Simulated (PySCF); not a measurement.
Isomers of C3H8O2SSi.

All values: PBE0/def2-SVPD (PySCF) at GFN2-xTB geometries, gas phase, one conformer each. Core orbitals are frozen in the response; Δα² is half the sum of the squared differences of the principal polarisabilities.

(1) Rank by polarisability anisotropy Δα, highest first.
A. `[CH3:1][O:2][Si@H:3]1[O:4][CH2:5][CH2:6][S:7]1` with C1–O2–Si3–O4 152°, O2–Si3–O4–C5 141°, Si3–O4–C5–C6 -42°, O4–C5–C6–S7 44°, C5–C6–S7–Si3 -25°
B. `[CH3:1][O:2][C:3](=[S:4])[CH2:5][O:6][SiH3:7]` with C1–O2–C3–S4 -1°, O2–C3–C5–O6 -12°, C3–C5–O6–Si7 164°
C. `[SH:1][CH2:2][C@@H:3]1[CH2:4][O:5][SiH2:6][O:7]1` with H–S1–C2–C3 -48°, S1–C2–C3–C4 180°, C2–C3–C4–O5 -96°, C3–C4–O5–Si6 -19°, C4–O5–Si6–O7 7°, O5–Si6–O7–C3 9°
D. `[SH:1][CH:2]1[CH2:3][O:4][SiH2:5][O:6][CH2:7]1` with H–S1–C2–C3 -63°, S1–C2–C3–O4 70°, C2–C3–O4–Si5 39°, C3–O4–Si5–O6 -20°, O4–Si5–O6–C7 20°

## Answers

(1) B (5.11 Å³), A (3.63 Å³), C (2.80 Å³), D (1.92 Å³).

All values together:

```tsv
SMILES	μ (D)	HOMO (eV)	LUMO (eV)	α (Å³)	Δα (Å³)
SC[C@@H]1CO[SiH2]O1	1.61	-6.80	0.04	12.42	2.80
SC1CO[SiH2]OC1	2.04	-6.97	0.11	12.31	1.92
COC(=S)CO[SiH3]	1.75	-6.72	-1.43	13.82	5.11
CO[Si@H]1OCCS1	0.46	-6.87	-0.03	12.55	3.63
```

Conformers: `[SH:1][CH2:2][C@@H:3]1[CH2:4][O:5][SiH2:6][O:7]1` with H–S1–C2–C3 -48°, S1–C2–C3–C4 180°, C2–C3–C4–O5 -96°, C3–C4–O5–Si6 -19°, C4–O5–Si6–O7 7°, O5–Si6–O7–C3 9°; `[SH:1][CH:2]1[CH2:3][O:4][SiH2:5][O:6][CH2:7]1` with H–S1–C2–C3 -63°, S1–C2–C3–O4 70°, C2–C3–O4–Si5 39°, C3–O4–Si5–O6 -20°, O4–Si5–O6–C7 20°; `[CH3:1][O:2][C:3](=[S:4])[CH2:5][O:6][SiH3:7]` with C1–O2–C3–S4 -1°, O2–C3–C5–O6 -12°, C3–C5–O6–Si7 164°; `[CH3:1][O:2][Si@H:3]1[O:4][CH2:5][CH2:6][S:7]1` with C1–O2–Si3–O4 152°, O2–Si3–O4–C5 141°, Si3–O4–C5–C6 -42°, O4–C5–C6–S7 44°, C5–C6–S7–Si3 -25°.
